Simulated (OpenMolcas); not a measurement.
An OpenMolcas run meant for Er⁴⁺ (ANO-RCC-VTZP, DKH3; inactive shells 1s 2s 2p 3s 3p 3d 4s 4p 4d 5s 5p; intended active space 10 electrons in 7 orbitals (4f)). One step of its input:

```
&CASPT2
Multistate=30 1 2 3 4 5 6 7 8 9 10 11 12 13 14 15 16 17 18 19 20 21 22
23 24 25 26 27 28 29 30
Frozen=14 9
IPEA=0.25
Imaginary=5.0
MaxIter=60
WThr=0.0 0.3 0.05
PrWF=0.5
NoMix
```

The run finished. Its levels beside those of a sound run (SS-CASPT2, IPEA 0.25 Eh, imaginary shift 0.1 Eh (closed shells correlated: 5s 5p)), in cm⁻¹ above each run's lowest level:

```json
{"Level": "4f¹⁰ ⁵I₈", "This run": "0.0", "Usual run": "0.0"}
{"Level": "4f¹⁰ ⁵I₇", "This run": "6158", "Usual run": "6162"}
{"Level": "4f¹⁰ ⁵I₆", "This run": "10553", "Usual run": "10547"}
{"Level": "4f¹⁰ ⁵I₅", "This run": "13618", "Usual run": "13590"}
{"Level": "4f¹⁰ ⁵I₄", "This run": "16026", "Usual run": "15996"}
{"Level": "4f¹⁰ ⁵F₅", "This run": "19946", "Usual run": "19208"}
{"Level": "4f¹⁰ ⁵F₄", "This run": "24813", "Usual run": "24031"}
{"Level": "4f¹⁰ ⁵S₂", "This run": "26115", "Usual run": "25383"}
{"Level": "4f¹⁰ ³K₈", "This run": "27090", "Usual run": "26981"}
```

Task: Which setting is unsound, and how much does it matter here?

Result: The level shift is far above the usual 0.1 to 0.3 hartree and damps the second-order energy. Against the sound run the excited levels shown move by 300 cm-1 on average and by 780 cm-1 at most.

Term energies are means over components that CASPT2 splits; among the terms shown or strongly mixed into the levels shown the widest spread is 650 cm-1 (4f¹⁰ ⁵I, the sound run). High states are left out of the spin-orbit mixing, which shifts the levels that they would mix with. The CASPT2 spread within a term exceeds the gap to the next term for 4f¹⁰ ⁵S and 4f¹⁰ ⁵F, so the order of their levels is uncertain. Only configurations of the active space appear.
